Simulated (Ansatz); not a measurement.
A run of Ansatz (development build ahead of 0.2.0) on doublet CH3Br(+) at this shape:

| atom | x (Å) | y (Å) | z (Å) |
| --- | --- | --- | --- |
| C | -0.7704 | -0.5046 | -1.2873 |
| Br | 0.2057 | 0.1610 | 0.3488 |
| H | -1.2970 | -1.3901 | -0.9513 |
| H | -1.3944 | 0.3275 | -1.5919 |
| H | 0.0468 | -0.7143 | -1.9740 |

Its results:

```
Converged                       : yes
Total energy                    : -2611.32980 hartree
Spin squared of the determinant : 0.759
Stability test                  : minimum
```

Forces (eV/Å):
| atom | Fx | Fy | Fz |
| --- | --- | --- | --- |
| C1 | 0.000 | 0.000 | 0.000 |
| Br2 | 0.000 | 0.000 | 0.000 |
| H3 | 0.000 | 0.000 | 0.000 |
| H4 | 0.000 | 0.000 | 0.000 |
| H5 | 0.000 | 0.000 | 0.000 |

Q: Which input gives this output? Name the method, the orbitals and the basis set, and write the input.

A: UHF in def2-SVP.

```yaml
crystal:
  periodic: [false, false, false]
  atoms:
    - { symbol: C, position_ang: [-0.77036, -0.50455, -1.28727] }
    - { symbol: Br, position_ang: [0.20567, 0.16101, 0.34885] }
    - { symbol: H, position_ang: [-1.297, -1.39012, -0.95134] }
    - { symbol: H, position_ang: [-1.39439, 0.32747, -1.59188] }
    - { symbol: H, position_ang: [0.04678, -0.71434, -1.97402] }
basis:
  gaussian: { orbitals: def2-SVP }
total_charge: 1
magnetization:
  spin_polarized: true
  initial_magnetization: 1
hamiltonian:
  xc: hf
output:
  forces: true
```
